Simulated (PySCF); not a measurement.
C₂H₈O₂Si, SMILES CO[Si@@H](C)O. Atoms are numbered in the order given.

```xyz
13

C      1.3242    -0.8366     1.3656
O      1.2842    -0.1067     0.1602
Si    -0.1325     0.3602    -0.5829
C     -1.2685    -1.0789    -0.8883
O     -1.0018     1.4115     0.3782
H      0.7114    -0.3650     2.1567
H      0.9683    -1.8756     1.2298
H      2.3662    -0.8801     1.7196
H      0.3341     1.0208    -1.8323
H     -2.1526    -0.7644    -1.4652
H     -0.7587    -1.8774    -1.4504
H     -1.6291    -1.5030     0.0629
H     -0.5779     2.2566     0.5686
```

Geometry: r2SCAN-D4/def2-SVP. The structure was generated by enumeration; whether it is a known compound was not checked. Other conformers were not sampled.

These are TDDFT-LC-ωPBE/def2-SVPD in PySCF values and carry that method's errors.

Vertical excitations. The molecule is in vacuum.

Computed excitation energies, oscillator strengths and character:
| state | energy (eV) | λ (nm) | f | main pairs |
|---|---|---|---|---|
| S1 | 8.22 | 151 | 0.012 | HOMO→LUMO 59 % |
| S2 | 8.49 | 146 | 0.019 | HOMO−2→LUMO 46 %, HOMO→LUMO+1 9 % |
| S3 | 8.61 | 144 | 0.015 | HOMO−1→LUMO 63 % |
| S4 | 8.90 | 139 | 0.018 | HOMO→LUMO+1 68 % |
| S5 | 9.01 | 138 | 0.004 | HOMO→LUMO+3 33 %, HOMO→LUMO+4 30 %, HOMO→LUMO 9 % |
| S6 | 9.11 | 136 | 0.033 | HOMO−1→LUMO+1 31 %, HOMO−1→LUMO+3 24 %, HOMO−1→LUMO+4 8 %, HOMO−4→LUMO 6 % |
| S7 | 9.32 | 133 | 0.084 | HOMO−1→LUMO+1 21 %, HOMO−1→LUMO+4 18 %, HOMO→LUMO+2 18 %, HOMO−1→LUMO+3 14 % |
| S8 | 9.57 | 130 | 0.048 | HOMO→LUMO+2 20 %, HOMO−1→LUMO+2 18 %, HOMO−3→LUMO 12 %, HOMO−2→LUMO+1 9 % |
| S9 | 9.79 | 127 | 0.020 | HOMO−1→LUMO+1 17 %, HOMO−2→LUMO+4 14 %, HOMO−2→LUMO+3 13 %, HOMO−3→LUMO 10 % |
| S10 | 9.86 | 126 | 0.110 | HOMO→LUMO+3 36 %, HOMO→LUMO+4 29 %, HOMO−2→LUMO+2 6 % |
| T1 | 7.87 | 158 | 0 | HOMO→LUMO 34 %, HOMO−2→LUMO 21 %, HOMO−3→LUMO 7 %, HOMO−2→LUMO+1 7 % |
| T2 | 8.07 | 154 | 0 | HOMO−2→LUMO 22 %, HOMO→LUMO 13 %, HOMO→LUMO+4 11 %, HOMO−1→LUMO 10 % |
| T3 | 8.28 | 150 | 0 | HOMO−1→LUMO 41 % |
| T4 | 8.51 | 146 | 0 | HOMO→LUMO+1 59 % |
Triplets are in the Tamm–Dancoff approximation, which puts them higher than full response would, so one can lie above its singlet here.
